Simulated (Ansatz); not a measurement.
Cost and result for the atomization energy of C2H8N2OSi (`C=C[Si](N)(N)O`) (14 atoms, 13 bonds).

Z-matrix (Å, degrees):
```
Si
C 1 1.857
N 1 1.718 2 118.9
N 1 1.708 2 107.5 3 117.6
O 1 1.651 2 102.5 3 -116.3
C 2 1.331 1 123.9 3 -92.6
H 2 1.089 1 118.2 3 86.6
H 3 1.008 1 118.8 2 -72.2
H 3 1.008 1 119.2 2 68.1
H 4 1.006 1 121.1 2 44.2
H 4 1.006 1 120.5 2 -166.1
H 5 0.958 1 116.1 2 178.4
H 6 1.087 2 122.4 1 179.1
H 6 1.087 2 121.4 1 -0.8
```

The species carries charge 0 and has multiplicity 1. The geometry is a stationary point of PBE0-D4/def2-TZVP. It is one conformer, not always the lowest. Program: Ansatz. All runs use 2 threads of an AMD EPYC 7R13 on a shared host and a share of an NVIDIA H100 80 GB. Times are those of one run each, without the atoms' runs, and a repeat can differ threefold. Electronic energies, without spin–orbit coupling; frozen cores. CCSD(T)/CBS adds CCSD(T) − MP2 in def2-TZVPP to the MP2 limit, and its time is that of the two runs behind it. T1 = 0.011. B3LYP takes the VWN-RPA correlation (the form of Gaussian; ORCA's B3LYP/G).

CCSD(T)/CBS is a level of theory with its own doubt, some kJ/mol a heavy atom from the limit and from the frozen cores, so smaller differences don't rank the functionals.

```csv
level,functions,wall time,atomization (kcal/mol),difference from CCSD(T)/CBS,per bond
PBE0-D4/def2-TZVPP,309,2 s,1311.5,-4.8,-0.4
PBE-D4/def2-TZVPP (with forces),309,2.5 s,1338.6,22.3,1.7
r2SCAN-D4/def2-TZVPP (with forces),309,2.7 s,1310.6,-5.7,-0.4
B3LYP-D4/def2-TZVPP (with forces),309,2.7 s,1316.6,0.3,0.0
B2PLYP/def2-TZVPP,309,2.9 s,1301.0,-15.3,-1.2
ωB97X-V/def2-TZVPP,309,3.4 s,1316.9,0.6,0.1
ωB97M-V/def2-TZVPP (with forces),309,3.9 s,1320.0,3.7,0.3
MP2/def2-QZVPP,595,4.7 s,1322.3,6.0,0.5
CCSD(T)/def2-TZVPP,309,5.5 s,1275.9,-40.4,-3.1
CCSD(T)/CBS(def2),–,10 s,1316.3,0.0,0.0
```

The D4 term adds +12.1 kcal/mol with B3LYP and +6.4 kcal/mol with PBE0; it sums over pairs of atoms, weighted by their polarisabilities, and B3LYP, whose exchange is more repulsive, gets the larger term. From PBE to PBE0 (25 % exact exchange), in def2-TZVPP and without D4, the atomization energy moves by −25.9 kcal/mol: exact exchange takes away binding that semilocal exchange gives to molecules. In def2-TZVPP, CCSD(T) changes the Hartree–Fock value by +348.5 kcal/mol (the triples alone add +20.3 kcal/mol) and MP2 by +370.7 kcal/mol; breaking electron pairs costs correlation energy, which Hartree–Fock lacks.
